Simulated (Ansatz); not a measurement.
`CCS[SiH3]`. The species carries charge 0 and has multiplicity 1. The geometry is a stationary point of PBE0-D4/def2-TZVP. It is one conformer, not always the lowest.

```xyz
12

C    -0.510    2.045    0.089
C    -0.468    0.532    0.151
S     1.156   -0.061   -0.441
Si    0.859   -2.152   -0.216
H     0.266    2.485    0.718
H    -1.480    2.408    0.439
H    -0.361    2.400   -0.933
H    -1.250    0.097   -0.476
H    -0.617    0.182    1.175
H     2.112   -2.806   -0.668
H     0.581   -2.508    1.202
H    -0.287   -2.624   -1.039
```

Task: What is the dipole moment at B3LYP/def2-TZVPP? (An estimate is asked.)

Result: Computed: 1.51 D, with components (-1.39, 0.28, 0.52) D in this frame, pointing from negative to positive charge.

Task: And with PBE, r2SCAN, ωB97M-V? (Estimate.)

Result: Computed: PBE 1.52 D, r2SCAN 1.59 D, ωB97M-V 1.50 D.

Task: Give the Mulliken charges with B3LYP, PBE, ωB97M-V in def2-TZVPP. (An estimate is asked.)

Result: Ansatz gave: 
| atom | B3LYP | PBE | ωB97M-V |
| --- | --- | --- | --- |
| C1 | -0.24 | -0.25 | -0.31 |
| C2 | -0.13 | -0.12 | -0.21 |
| S3 | -0.22 | -0.20 | -0.17 |
| Si4 | 0.30 | 0.23 | 0.16 |
| H5 | 0.09 | 0.09 | 0.11 |
| H6 | 0.08 | 0.08 | 0.10 |
| H7 | 0.09 | 0.09 | 0.11 |
| H8 | 0.11 | 0.11 | 0.13 |
| H9 | 0.11 | 0.11 | 0.13 |
| H10 | -0.05 | -0.04 | -0.01 |
| H11 | -0.06 | -0.05 | -0.03 |
| H12 | -0.06 | -0.05 | -0.03 |

B3LYP here is the variant with VWN-RPA as its local correlation; programs differ in this.
